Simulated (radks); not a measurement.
Coulomb parameter of the 3d shell of the nickel ion Ni2+ in the model configuration [Ar] 3d7 4s1, as a second difference U = [E(n + 0.25) + E(n - 0.25) - 2 E(n)] / (0.25)^2 with all orbitals relaxed. "Bare": the charge of the atom changes with n. "Screened": the 4s shell takes up the change at fixed total charge, which measures U(3d,3d) + U(4s,4s) - 2 U(3d,4s). Calculated with a radial shooting solver on a logarithmic mesh with Libxc functionals: scalar-relativistic Kohn-Sham, PBE, spin-unpolarised, spherical densities, finite nucleus; Fermi nuclear charge, rms radius 3.7757 fm.

case                 configuration  E - E(n) (eV)
start                 [Ar] 3d7 4s1          0.000
bare +0.25         [Ar] 3d7.25 4s1         -8.170
bare -0.25         [Ar] 3d6.75 4s1          9.334
screened +0.25  [Ar] 3d7.25 4s0.75         -2.624
screened -0.25  [Ar] 3d6.75 4s1.25          2.923

U(bare) = 18.626 eV, U(screened by 4s) = 4.779 eV, against the Slater integral F0(3d,3d) = 27.688 eV with frozen orbitals.
